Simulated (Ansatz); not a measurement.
Single points on FeO₄.

```yaml
crystal:
  periodic: [false, false, false]
  atoms:
    - {symbol: Fe, position_ang: [0.000000, -0.000001, -0.000004]}
    - {symbol: O, position_ang: [0.010270, -0.017489, 1.553108]}
    - {symbol: O, position_ang: [1.460954, 0.010188, -0.527335]}
    - {symbol: O, position_ang: [-0.739280, 1.271786, -0.498591]}
    - {symbol: O, position_ang: [-0.731934, -1.264484, -0.527188]}
basis:
  gaussian: {orbitals: def2-TZVP, initial_orbitals: start.molden}
hamiltonian: {xc: r2scan, dispersion: d4}
scf: {omitted_lower_state_checks: [starts]}
output: {orbitals: {seedname: orbitals}}
```

The file start.molden holds the orbitals of an earlier run on this structure, at another level or in another basis.

```sh
$ ansatz run in.yaml --threads 4 --pin off --events-out ev --progress --plain --max-ram 3916MiB
```

Shortened log:

```
Functional definition: r2SCAN
  name "r2SCAN"
  cite "Furness, Kaplan, Ning, Perdew & Sun, J. Phys. Chem. Lett. 11, 8208 (2020) doi:10.1021/acs.jpclett.0c02405"
  cite "Furness, Kaplan, Ning, Perdew & Sun, J. Phys. Chem. Lett. 11, 9248 (2020) doi:10.1021/acs.jpclett.0c03077"
  parent r2scan
  parameter k0 = 0.174
  parameter k1 = 0.065
  parameter a1 = 4.9479
  exchange = r2scan_x(k0 = k0, k1 = k1, a1 = a1)
  correlation = r2scan_c
these checks for a lower state are left out or cut short: starts
1040 factors; their error is unknown
mean field evaluation 1: about -42571.3003 eV, gradient 7.3e0 eV
mean field evaluation 2: about -42571.3661 eV, gradient 7.1e-2 eV
mean field evaluation 4: about -42571.3470 eV, gradient 7.8e-5 eV
mean field evaluation 8: about -42571.3470 eV, gradient 6.7e-6 eV
mean field -42571.34700518 eV, -1564.4681465450 hartree, gradient 6.7e-6 eV, S^2 0.000000; 0 other end points of the search recorded, 0 dependent functions left out
reference -42571.34701643 eV, -1564.4681469584 hartree; 29, 29 occupied and 140, 140 virtual orbitals, 1040 factors
Total energy: -42571.37271818 eV, -1564.4690914802 hartree
Checks for a lower state left out: starts
```

It took 5.5 s on 4 threads of AMD EPYC 7571 on a shared host.

First input, but with `hamiltonian: {xc: {name: r2SCANh}, dispersion: d4}` (abridged; 6.5 s):

```
Functional definition: r2SCANh
mean field -42568.44534320 eV, -1564.3615124341 hartree, gradient 2.6e-5 eV, S^2 0.000000
Total energy: -42568.47276608 eV, -1564.3625202064 hartree
Checks for a lower state left out: starts
```

The first input with `gaussian: {orbitals: def2-TZVPD, initial_orbitals: start.molden}`, `hamiltonian: {xc: pbe, dispersion: d4}` (abridged; 3.7 s):

```
Functional definition: PBE
mean field -42562.65222386 eV, -1564.1486192249 hartree, gradient 1.9e-5 eV, S^2 0.000000
Total energy: -42562.76930022 eV, -1564.1529217019 hartree
Checks for a lower state left out: starts
```

As the first input, with `hamiltonian: {xc: {name: B97M-V}}` (abridged; 9 s):

```
Functional definition: B97M-V
mean field -42564.24711137 eV, -1564.2072302600 hartree, gradient 2.1e-5 eV, S^2 0.000000
Total energy: -42564.24716271 eV, -1564.2072321465 hartree
Checks for a lower state left out: starts
```

The first input with `gaussian: {orbitals: def2-TZVPD, initial_orbitals: start.molden}`, `hamiltonian: {xc: pbe0, dispersion: d4}` (abridged; 6.5 s):

```
Functional definition: PBE0
mean field -42557.39053155 eV, -1563.9552555992 hartree, gradient 9.1e-6 eV, S^2 0.000000
Total energy: -42557.48734069 eV, -1563.9588132693 hartree
Checks for a lower state left out: starts
```

As the first input, with `correlation: {method: mp2}` and without the key `hamiltonian` (abridged; 34 s):

```
Functional definition: HF
mean field -42482.20223357 eV, -1561.1921366128 hartree, gradient 3.4e-6 eV, S^2 0.000000; unrestricted orbitals would lower it
mean field evaluation 16: about -42482.2377 eV, gradient 9.7e0 eV
mean field evaluation 32: about -42491.8046 eV, gradient 4.7e-1 eV
unrestricted determinant -42491.81510163 eV, -1561.5454029982 hartree, S^2 3.1397
9 core orbitals not correlated: weight in the atoms' cores, before any rotation towards them, 1.000 or more for the frozen orbitals, at most 0.000 for the correlated occupied ones
second order -61.03199993 eV of doubles, -0.00000000 eV of singles
Total energy: -42543.23423350 eV, -1563.4350212413 hartree
Checks for a lower state left out: starts
```

The first input with `hamiltonian: {xc: pbe0, dispersion: d4}` (abridged; 3.9 s):

```
Functional definition: PBE0
mean field -42557.30684282 eV, -1563.9521800950 hartree, gradient 5.0e-5 eV, S^2 0.000000
Total energy: -42557.40362112 eV, -1563.9557366318 hartree
Checks for a lower state left out: starts
```

Geometry: PBE0-D4/def2-SVP.

Correlated methods freeze 9 core orbitals; core or outer-core shells of Fe are correlated, in sets that lack core-valence functions. The restricted singlet is unstable towards broken spin symmetry at other levels; at r2SCAN-D4/def2-TZVP, r2SCANh-D4/def2-TZVP, PBE-D4/def2-TZVPD, B97M-V/def2-TZVP and others this wasn't settled. At MP2/def2-TZVP the restricted singlet (for correlated methods, its reference) is unstable: a solution with broken spin symmetry lies lower.
